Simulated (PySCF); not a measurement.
## Magnetisability: `CC(=O)CCC(F)(F)F`, C5H7F3O

Molfile (atoms numbered from 1):
```
C5H7F3O
     RDKit          3D

 16 15  0  0  0  0  0  0  0  0999 V2000
    2.6230    0.2267    0.3474 C   0  0  0  0  0  0  0  0  0  0  0  0
    1.3337    0.0972   -0.4176 C   0  0  0  0  0  0  0  0  0  0  0  0
    1.2804   -0.0168   -1.6131 O   0  0  0  0  0  0  0  0  0  0  0  0
    0.0905    0.1099    0.4568 C   0  0  0  0  0  0  0  0  0  0  0  0
   -1.1594   -0.2582   -0.3402 C   0  0  0  0  0  0  0  0  0  0  0  0
   -2.3997   -0.1581    0.5195 C   0  0  0  0  0  0  0  0  0  0  0  0
   -2.6149    1.0895    0.9675 F   0  0  0  0  0  0  0  0  0  0  0  0
   -2.3295   -0.9399    1.6106 F   0  0  0  0  0  0  0  0  0  0  0  0
   -3.5073   -0.5240   -0.1402 F   0  0  0  0  0  0  0  0  0  0  0  0
    2.8893   -0.7539    0.7396 H   0  0  0  0  0  0  0  0  0  0  0  0
    3.4190    0.5570   -0.3140 H   0  0  0  0  0  0  0  0  0  0  0  0
    2.5185    0.9109    1.1843 H   0  0  0  0  0  0  0  0  0  0  0  0
   -0.0163    1.1163    0.8714 H   0  0  0  0  0  0  0  0  0  0  0  0
    0.2299   -0.5787    1.2927 H   0  0  0  0  0  0  0  0  0  0  0  0
   -1.0887   -1.2807   -0.7147 H   0  0  0  0  0  0  0  0  0  0  0  0
   -1.2759    0.4118   -1.1940 H   0  0  0  0  0  0  0  0  0  0  0  0
  1  2  1  0
  2  3  2  0
  2  4  1  0
  4  5  1  0
  5  6  1  0
  6  7  1  0
  6  8  1  0
  6  9  1  0
  1 10  1  0
  1 11  1  0
  1 12  1  0
  4 13  1  0
  4 14  1  0
  5 15  1  0
  5 16  1  0
M  END
```

Method: GIAO BHandHLYP/pcSseg-1 magnetisability, rotational g tensor and spin-rotation constants, non-relativistic, gas phase (PySCF 2.14.0). Geometry: GFN2-xTB.

**Question.** How diamagnetic is it, and how anisotropic?

**Answer.** Isotropic -1171 × 10⁻³⁰ J/T², or -70.5 × 10⁻⁶ cm³/mol; principal values -1294, -1212, -1009 × 10⁻³⁰ J/T², anisotropy 254 × 10⁻³⁰ J/T² (root of half the summed squared differences of the principal values). The susceptibility is in cgs units.

**Question.** Split it along the inertial axes a, b, c into diamagnetic and paramagnetic parts about the centre of mass, with the quadrupole moment.

**Answer.** 
| axis | χ (10⁻⁶ cm³/mol) | diamagnetic (10⁻⁶ cm³/mol) | paramagnetic (10⁻⁶ cm³/mol) | summed x² of all electrons (Å²) | quadrupole Θ (D Å) |
| --- | --- | --- | --- | --- | --- |
| a | -72.1 | -419.2 | 347.1 | 339.1 | -3.67 |
| b | -61.7 | -1591.7 | 1530.1 | 62.7 | -1.12 |
| c | -77.9 | -1704.4 | 1626.5 | 36.1 | +4.79 |

Anisotropies 2χaa − χbb − χcc = -4.6 and 2χbb − χaa − χcc = +26.7 × 10⁻⁶ cm³/mol. Θ is traceless in Buckingham's convention.

**Question.** And the rotational g tensor?

**Answer.** 
```
axis  rotational constant (GHz)        g  nuclear part  electronic part
   a                     3.5391  -0.0352        0.5419          -0.5771
   b                     0.7511  -0.0117        0.5282          -0.5399
   c                     0.7035  -0.0067        0.5309          -0.5376
```
Asymmetric top; isotopes 12C, 19F, 1H, 16O; no vibrational averaging.
